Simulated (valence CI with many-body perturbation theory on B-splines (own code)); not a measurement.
# Mn18+: calculated level list

Level of theory: relativistic CI+MBPT: five valence electrons over a frozen Dirac-Fock core [He], a basis of 9 s, 9 p, 8 d, 6 f, 3 g, 1 h functions for each j, with the one-electron correlation potential Σ1 (screened to all orders), the two-electron term Σ2, the three-electron term Σ3, Breit, model QED; selected single and double excitations, second order for the rest (own B-spline code, finite nucleus).

No measured levels were compared; by estimate levels of excited configurations hold to 0.05 to 0.15 % of their energy, terms of the ground configuration to about 0.5 %. Among the levels kept, up to 2000 cm⁻¹ of a level comes from second order outside the variational space, and about a tenth of that is noise between levels of different J, which matters for small intervals.

Levels 46 to 82 of 82, with energies above the lowest level, 2s²2p³ ⁴S°_3/2. "Leading %" is the weight of the configuration and term that name the level; weights of strongly mixed levels are sums over their largest components and can fall short. In the jj column 3d3/2^4 stands for four electrons in 3d with j = 3/2.

| No. | Configuration | Term | J | E (eV) | Leading % | Leading jj | Second component |
| --- | --- | --- | --- | --- | --- | --- | --- |
| 46 | 2s²2p²3d | ²P | 3/2 | 871.89 | 47 | 2s^2 2p1/2 2p3/2 3d3/2 (88 %) | 26 % 2s²2p²3d ⁴F |
| 47 | 2s²2p²3d | ⁴D | 1/2 | 872.85 | 81 | 2s^2 2p1/2 2p3/2 3d3/2 (98 %) | 14 % 2s²2p²3d ²P |
| 48 | 2s²2p²3d | ⁴F | 5/2 | 872.93 | 37 | 2s^2 2p1/2 2p3/2 3d3/2 (75 %) | 34 % 2s²2p²3d ²F |
| 49 | 2s²2p²3p | ²P° | 3/2 | 873.44 | 65 | 2s^2 2p3/2^2 3p3/2 (66 %) | 13 % 2s2p³3s ⁴S° |
| 50 | 2s²2p²3d | ⁴D | 3/2 | 875.59 | 50 | 2s^2 2p1/2 2p3/2 3d5/2 (78 %) | 30 % 2s²2p²3d ²P |
| 51 | 2s²2p²3d | ⁴D | 7/2 | 875.87 | 42 | 2s^2 2p1/2 2p3/2 3d3/2 (48 %) | 34 % 2s²2p²3d ²F |
| 52 | 2s²2p²3d | ⁴F | 9/2 | 875.90 | 85 | 2s^2 2p1/2 2p3/2 3d5/2 (68 %) | 13 % 2s²2p²3d ²G |
| 53 | 2s²2p²3d | ²F | 5/2 | 876.12 | 55 | 2s^2 2p1/2 2p3/2 3d5/2 (87 %) | 24 % 2s²2p²3d ⁴P |
| 54 | 2s2p³3s | ⁴S° | 3/2 | 876.74 | 69 | 2s 2p1/2 2p3/2^2 3s (35 %) | 12 % 2s²2p²3p ⁴S° |
| 55 | 2s²2p²3p | ²P° | 1/2 | 878.81 | 92 | 2s^2 2p3/2^2 3p1/2 (84 %) |  |
| 56 | 2s²2p²3d | ⁴P | 5/2 | 879.96 | 47 | 2s^2 2p1/2 2p3/2 3d5/2 (39 %) | 34 % 2s²2p²3d ⁴D |
| 57 | 2s²2p²3p | ²P° | 3/2 | 880.16 | 78 | 2s^2 2p3/2^2 3p3/2 (84 %) | 5 % 2s²2p²3p ²D° |
| 58 | 2s²2p²3d | ²P | 1/2 | 881.19 | 71 | 2s^2 2p3/2^2 3d5/2 (48 %) | 12 % 2s²2p²3d ⁴P |
| 59 | 2s²2p²3d | ⁴P | 3/2 | 881.31 | 74 | 2s^2 2p1/2 2p3/2 3d3/2 (57 %) | 10 % 2s²2p²3d ⁴D |
| 60 | 2s²2p²3d | ⁴P | 1/2 | 882.22 | 73 | 2s^2 2p1/2 2p3/2 3d3/2 (61 %) | 15 % 2s²2p²3d ²P |
| 61 | 2s²2p²3d | ²F | 7/2 | 883.50 | 49 | 2s^2 2p3/2^2 3d5/2 (48 %) | 26 % 2s²2p²3d ⁴D |
| 62 | 2s²2p²3d | ²D | 3/2 | 886.70 | 84 | 2s^2 2p1/2 2p3/2 3d5/2 (72 %) | 7 % 2s²2p²3d ²P |
| 63 | 2s²2p²3d | ²D | 5/2 | 886.83 | 76 | 2s^2 2p1/2 2p3/2 3d5/2 (43 %) | 21 % 2s²2p²3d ²F |
| 64 | 2s2p³3p | ⁶P | 3/2 | 888.47 | 95 | 2s 2p1/2 2p3/2^2 3p1/2 (47 %) |  |
| 65 | 2s2p³3p | ⁶P | 5/2 | 889.19 | 91 | 2s 2p1/2 2p3/2^2 3p1/2 (35 %) | 5 % 2s2p³3p ⁴P |
| 66 | 2s²2p²3d | ²G | 7/2 | 890.77 | 44 | 2s^2 2p3/2^2 3d5/2 (36 %) | 31 % 2s²2p²3d ²F |
| 67 | 2s2p³3p | ⁶P | 7/2 | 891.07 | 79 | 2s 2p1/2 2p3/2^2 3p3/2 (41 %) | 9 % 2s²2p²3d ²G |
| 68 | 2s²2p²3d | ²G | 9/2 | 892.58 | 86 | 2s^2 2p3/2^2 3d5/2 (68 %) | 13 % 2s²2p²3d ⁴F |
| 69 | 2s²2p²3d | ²D | 3/2 | 894.33 | 83 | 2s^2 2p3/2^2 3d3/2 (62 %) | 4 % 2s²2p²3d ⁴P |
| 70 | 2s²2p²3d | ²D | 5/2 | 894.77 | 54 | 2s^2 2p3/2^2 3d3/2 (51 %) | 25 % 2s²2p²3d ²F |
| 71 | 2s²2p²3d | ²P | 1/2 | 896.97 | 89 | 2s^2 2p1/2 2p3/2 3d5/2 (38 %) |  |
| 72 | 2s²2p²3d | ²F | 7/2 | 896.99 | 72 | 2s^2 2p3/2^2 3d3/2 (70 %) | 21 % 2s²2p²3d ²G |
| 73 | 2s2p³3p | ⁴P | 5/2 | 898.50 | 88 | 2s 2p1/2 2p3/2^2 3p3/2 (41 %) | 6 % 2s2p³3p ⁶P |
| 74 | 2s2p³3p | ⁴P | 3/2 | 898.55 | 93 | 2s 2p1/2^2 2p3/2 3p3/2 (39 %) |  |
| 75 | 2s2p³3s | ⁴D° | 3/2 | 899.20 | 86 | 2s 2p1/2 2p3/2^2 3s (50 %) | 10 % 2s2p³3s ⁴P° |
| 76 | 2s2p³3p | ⁴P | 1/2 | 899.33 | 96 | 2s 2p1/2 2p3/2^2 3p3/2 (57 %) |  |
| 77 | 2s2p³3s | ⁴D° | 5/2 | 899.37 | 84 | 2s 2p1/2 2p3/2^2 3s (64 %) | 13 % 2s2p³3s ⁴P° |
| 78 | 2s2p³3s | ⁴D° | 1/2 | 899.41 | 89 | 2s 2p1/2^2 2p3/2 3s (49 %) |  |
| 79 | 2s²2p²3d | ²D | 5/2 | 900.25 | 52 | 2s^2 2p3/2^2 3d5/2 (71 %) | 39 % 2s²2p²3d ²F |
| 80 | 2s²2p²3d | ²S | 1/2 | 900.54 | 84 | 2s^2 2p3/2^2 3d3/2 (35 %) | 8 % 2s²2p²3d ⁴P |
| 81 | 2s²2p²3d | ²P | 3/2 | 900.71 | 84 | 2s^2 2p3/2^2 3d5/2 (67 %) | 6 % 2s²2p²3d ⁴P |
| 82 | 2s2p³3s | ⁴D° | 7/2 | 901.45 | 98 | 2s 2p1/2 2p3/2^2 3s (98 %) |  |

Names give the largest LS component (configuration and term), which can be under half, so a name can repeat, a term be missing and a line seem to break the LS rules; names also repeat where a configuration has a term twice.

Where two levels of one J and parity lie close, their mixing, g and order are uncertain.
